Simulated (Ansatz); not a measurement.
Frontier orbitals of `OC[SiH2]Cl`.

Z-matrix (Å, degrees):
```
C
Si 1 1.882
O 1 1.416 2 112.1
H 1 1.100 2 110.1 3 -125.4
H 1 1.095 2 109.0 3 118.1
Cl 2 2.067 1 106.0 3 53.7
H 2 1.484 1 112.1 3 171.6
H 2 1.481 1 112.1 3 -63.0
H 3 0.962 1 108.3 2 -54.5
```

Charge 0, multiplicity 1. Geometry: relaxed with PBE0-D4/def2-TZVP. It is one conformer, not always the lowest. Basis def2-TZVPP, Ansatz 0.2.0.

Orbital energies of one run (eV). Highest occupied ones, from the top: -10.12, -11.33, -11.65, -12.17, -13.14, -13.19, -14.58, -15.10, -16.68, -17.99, -22.14, -25.96, -31.61, -103.02. Empty: 1.74, 2.35, 2.99, 3.34, 3.60, 4.04.

**Question.** Which functional gave them?
A. B97M-V
B. ωB97M-V
C. revPBE
D. r2SCAN0

**Answer.** B. HOMO energies: ωB97M-V -10.12, B97M-V -6.73, r2SCAN0 -8.00, revPBE -6.19 eV.
